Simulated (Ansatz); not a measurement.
# Worked example: C3H4BF + GeH3 → C3H4B + GeH3F

Species: C3H4BF `C#CB(C)F`, singlet; GeH3 `[GeH3]`, doublet; C3H4B `C#C[B]C`, doublet; GeH3F `[F][GeH3]`, singlet. A radical takes F: the energy is the difference in strength between the B–F bond broken and the Ge–F bond made.

Shapes, held fixed at every level: PBE0-D4/def2-TZVP. Programs: Ansatz 0.2.0. The zero-point and thermal change to 298 K, harmonic and unscaled (PBE0-D4/def2-TZVP), is -2.9 kJ/mol.

At B2PLYP/def2-TZVPP; 1 Eh = 2625.50 kJ/mol:

```
species   energy (Eh)
 C3H4BF   -241.345127
   GeH3  -2078.371956
  C3H4B   -141.364361
  GeH3F  -2178.293542
```

**Question.** Work out ΔH(298 K) of the reaction at this level.

**Answer.** 
1. Products less reactants: (-141.364361) + (-2178.293542) − [(-241.345127) + (-2078.371956)] = 0.059180 Eh = +155.4 kJ/mol.
2. With the thermal change: +155.4 + (-2.9) = +152.5 kJ/mol.

Other levels give +140.2 (r2SCAN-D4/def2-TZVPP) to +163.7 kJ/mol (wB97M-V/def2-TZVPP). No measured value is set beside it here. Spin contamination: C3H4B (⟨S²⟩ up to 0.91). Open shells run unrestricted unless RO is named. Relativity is left out for Ge unless named. Correlated rows may include outer-core shells of Ge, which these sets cover unevenly.
